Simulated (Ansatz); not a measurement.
Geometry optimisation, RKS B3LYP-D4/def2-SVP in Ansatz.

Input file:

```yaml
crystal:
  periodic: [false, false, false]
  atoms:
    - { symbol: Si, position_ang: [0.0, 0.0, 0.0] }
    - { symbol: H, position_ang: [0.0, 0.0, 1.81] }
    - { symbol: F, position_ang: [1.4994, 0.0, -0.5295] }
    - { symbol: F, position_ang: [-0.7489, 1.2974, -0.5295] }
    - { symbol: F, position_ang: [-0.7489, -1.2974, -0.5295] }
    - { symbol: O, position_ang: [-1.879, 0.0, 0.6243] }
    - { symbol: Si, position_ang: [-3.1189, -0.9102, -0.0514] }
    - { symbol: H, position_ang: [-2.618, -2.2382, -0.3935] }
    - { symbol: H, position_ang: [-4.211, -1.0354, 0.9095] }
    - { symbol: H, position_ang: [-3.6069, -0.249, -1.2582] }
    - { symbol: H, position_ang: [-0.9605, 0.0, 1.7351] }
basis:
  gaussian: { orbitals: def2-SVP }
hamiltonian:
  xc: b3lyp
  dispersion: d4
relax:
  f_tol: 0.15
  max_steps: 25
  restrain:
    - { distance: [0, 5], at: 1.68, k: 30.0 }
    - { distance: [10, 1], at: 0.66, k: 30.0 }
    - { distance: [0, 1], at: 2.66, k: 30.0 }
    - { distance: [10, 5], at: 2.21, k: 30.0 }
```

Command:

```bash
$ ansatz run input.yaml --threads 4 --pin off --max-ram 5120MiB --backend cpu --events-out ev --progress --plain --runs-dir out
```

**Question.** Where does it end, and by what steps?

**Answer.** The forces met the threshold. The restraints hold the end off the free minimum; the threshold counts their pulls, which the force column leaves out. Restrained pairs: Si1–O6 (1.98 → 1.65 Å), H2–H11 (0.96 → 0.72 Å), Si1–H2 (1.81 → 2.67 Å), O6–H11 (1.44 → 2.22 Å). After 14 steps the energy has fallen by 5.115 eV (the restraints' own energy left out); F5 moved furthest, 1.62 Å.

| step | energy less start (eV) | largest force component (eV/Å) | accepted |
| --- | --- | --- | --- |
| 0 | 0.0000 | 4.796 | yes |
| 1 | -0.0416 | 4.573 | yes |
| 2 | -0.8526 | 3.409 | yes |
| 3 | -2.7590 | 2.812 | yes |
| 4 | -3.6681 | 2.081 | yes |
| 5 | -4.1559 | 1.469 | yes |
| 6 | -4.5432 | 1.310 | yes |
| 7 | -4.8183 | 1.312 | yes |
| 8 | -4.9330 | 1.483 | yes |
| 9 | -4.9943 | 1.604 | yes |
| 10 | -5.0555 | 1.617 | yes |
| 11 | -5.0942 | 1.585 | yes |
| 12 | -5.1098 | 1.688 | yes |
| 13 | -5.1332 | 1.007 | no |
| 14 | -5.1148 | 1.577 | yes |

```xyz
11
Properties=species:S:1:pos:R:3
Si -0.293 -0.092 -0.412
H -0.060 0.699 2.122
F 0.969 -0.786 0.276
F -0.065 1.487 -0.443
F -0.348 -0.601 -1.932
O -1.702 -0.490 0.339
Si -3.215 -1.143 0.001
H -3.074 -2.596 -0.288
H -4.054 -0.933 1.207
H -3.811 -0.450 -1.173
H -0.740 0.472 2.089
```

Time of the run: 29 s on 4 threads of Arm Neoverse V1, with other jobs on the host, peak memory 0.28 GiB.
